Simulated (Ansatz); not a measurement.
Reaction (ligand exchange at a Zn–S bond): `C[S][Zn][S]C` + H–F → `C[S][Zn][F]` + CH₃SH

Computed with Ansatz on PBE0-D4/def2-TZVP structures; ΔE is electronic, products minus reactants. CCSD(T)/CBS adds triple-zeta CCSD(T) − MP2 to the extrapolated MP2 energy (def2 sets, frozen cores). This one scheme is used for every species. DFT in def2-TZVPP. B3LYP here is the variant with VWN-RPA as its local correlation; programs differ in this. For Zn outer-core shells are correlated without core-valence functions, which leaves a few kJ/mol of doubt a bond. Scalar relativity is left out up to krypton. Each species was taken in one conformer, which may not be the lowest.

```tsv
level	ΔE (kJ/mol)	difference from CCSD(T)/CBS
PBE-D4	15.5	1.1
B97M-V	3.5	-10.9
B3LYP-D4	9.3	-5.1
PBE	10.7	-3.7
revPBE	8.2	-6.2
CAM-B3LYP	-2.1	-16.5
LC-ωPBE	3.1	-11.3
MP2/def2-TZVPP	18.9	4.5
SCS-MP2/def2-TZVPP	9.4	-5.0
CCSD/def2-TZVPP	8.7	-5.7
CCSD(T)/CBS	14.4	0
```

Largest T1 diagnostic among the species: 0.015.

From BLYP to BHLYP (50 % exact exchange), in def2-TZVPP and without D4, ΔE moves by +5.8 kJ/mol. At CCSD(T), def2-SVP lies −14.1 kJ/mol from the extrapolated value and def2-TZVPP −2.1 kJ/mol. Leaving LDA and LC-ωPBE aside and taking each functional with its dispersion term where it has one, the values, not all of them listed here, spread over 17.0 kJ/mol, from CAM-B3LYP-D4 to HSE06-D4. LDA lies +8.4 kJ/mol from PBE without D4.
